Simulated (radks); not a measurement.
All-electron atom: Nb2+ in [Kr] 4d3 (the NIST ground configuration). Method: Dirac Kohn-Sham, Slater X-alpha with alpha = 0.621, spin-unpolarised, spherical densities, point nucleus; open shells are shared between the two j in proportion to 2j + 1; computed with a radial shooting solver on a logarithmic mesh with Libxc functionals.

Unscreened Slater integrals over Kohn-Sham orbitals (eV). Large and small components are both included.

\begin{tabular}{lr}
integral & value \\ \hline
F0(4d5/2,4d5/2) & 12.899 \\
F2(4d5/2,4d5/2) & 6.3805 \\
F4(4d5/2,4d5/2) & 4.1273 \\
F0(4d5/2,4d3/2) & 12.956 \\
F2(4d5/2,4d3/2) & 6.4081 \\
G2(4d5/2,4d3/2) & 6.4065 \\
G4(4d5/2,4d3/2) & 4.1444 \\
F0(4d5/2,4p3/2) & 15.050 \\
F2(4d5/2,4p3/2) & 7.0904 \\
G1(4d5/2,4p3/2) & 8.6695 \\
G3(4d5/2,4p3/2) & 5.2407 \\
F0(4d5/2,4p1/2) & 15.162 \\
G3(4d5/2,4p1/2) & 5.1592 \\
F0(4d3/2,4d3/2) & 13.014 \\
F2(4d3/2,4d3/2) & 6.4367 \\
F0(4d3/2,4p3/2) & 15.142 \\
F2(4d3/2,4p3/2) & 7.1622 \\
G1(4d3/2,4p3/2) & 8.7874 \\
G3(4d3/2,4p3/2) & 5.3128 \\
F0(4d3/2,4p1/2) & 15.256 \\
G1(4d3/2,4p1/2) & 8.6621 \\
F0(4p3/2,4p3/2) & 18.737 \\
F2(4p3/2,4p3/2) & 9.8101 \\
F0(4p3/2,4p1/2) & 18.961 \\
G2(4p3/2,4p1/2) & 9.9104 \\
F0(4p1/2,4p1/2) & 19.195 \\
\end{tabular}
